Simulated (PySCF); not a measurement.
C₂H₁₂NPSi₄.
Cartesian coordinates in Å at the PBE0-D3(BJ)/def2-SVP level; atoms count from 1:
```xyz
20
C2H12NPSi4 angstrom
C     -1.3307   -2.6964   -1.4336
C     -1.0559   -1.6031   -0.9719
Si    -0.6619    0.0346   -0.2373
Si    -1.7285    0.1981    1.8429
P     -1.4247    1.5744   -1.7213
N      1.0801    0.1784   -0.0592
Si     1.9590   -1.2453    0.4907
Si     1.9258    1.6400   -0.5402
H     -1.5695   -3.6615   -1.8447
H     -3.2072    0.0501    1.6714
H     -1.2392   -0.8388    2.8028
H     -1.4458    1.5531    2.4138
H     -2.7321    0.9987   -1.6938
H     -1.7302    2.5533   -0.7260
H      1.0929   -1.9997    1.4449
H      2.3410   -2.1521   -0.6334
H      3.2037   -0.7941    1.1818
H      1.0337    2.8162   -0.3058
H      3.1539    1.7757    0.2976
H      2.3298    1.6328   -1.9790
```

Computed, not measured: core-valence-separated Tamm–Dancoff BHandHLYP/aug-pcX-1 (pcseg-1 on H, def2-SVPD on Si, def2-SVPD on P) in PySCF, non-relativistic, gas phase, PBE0-D3(BJ)/def2-SVP geometry. The energies are unshifted.

(1) What does the C 1s absorption edge look like?

(2) Give energies, oscillator strengths and core holes at the N K edge.

Results:

(1) 
| E (eV) | f | core hole on | main final orbital | polarisation |
| --- | --- | --- | --- | --- |
| 282.77 | 0.0513 | C2 | LUMO (49 %) | across the triple bond |
| 282.84 | 0.0524 | C2 | LUMO+1 (60 %) | across the triple bond |
| 283.02 | 0.0516 | C1 | LUMO (49 %) | across the triple bond |
| 283.18 | 0.0526 | C1 | LUMO+1 (64 %) | across the triple bond |
| 286.10 | 0.0041 | C2 | LUMO+2 (53 %) | mixed |
| 286.13 | 0.0103 | C1 | LUMO+2 (42 %) | along the triple bond |
| 286.25 | 0.0129 | C2 | spread | mixed |
| 286.41 | 0.0083 | C2 | spread | mixed |
| 286.71 | 0.0115 | C2 | spread | across the triple bond |
| 286.94 | 0.0049 | C2 | LUMO+4 (49 %) | along the triple bond |

The first line with a tenth or more of the strongest one's intensity is at 282.77 eV (f = 0.051), with the hole on C2 (alkyne carbon), polarised across the triple bond: a 1s→π* resonance. The strongest listed is at 283.18 eV (f = 0.053; C1).

(2) 
```tsv
E (eV)	f	core hole on	main final orbital
398.73	0.0009	N6	LUMO (80 %)
399.82	0.0100	N6	LUMO+1 (61 %)
400.02	0.0213	N6	spread
400.17	0.0034	N6	spread
400.36	0.0267	N6	spread
400.46	0.0167	N6	spread
400.57	0.0098	N6	LUMO+5 (46 %)
```

The first line with a tenth or more of the strongest one's intensity is at 399.82 eV (f = 0.010), with the hole on N6 (nitrogen bridging silicon atoms). The strongest listed is at 400.36 eV (f = 0.027; N6).

Roots within 0.03 eV whose holes lie on the same, on equivalent or on shared atoms are summed into one line, and the highest roots are left out, as the search may have cut off their partners. Final orbitals are the ground state's empty Kohn–Sham orbitals. A dash: too weak, shared between unlike atoms, or no plane or axis to refer to.

Q: What is the summed oscillator strength of the listed C K lines, and their intensity-weighted mean energy?

A: Σf = 0.260 over 10 lines from 282.77 to 286.94 eV; the weighted mean is 283.65 eV. The strongest line holds 20 % of the sum.

The list ends where the root search ended, not at a threshold.

One conformer stands for the species.
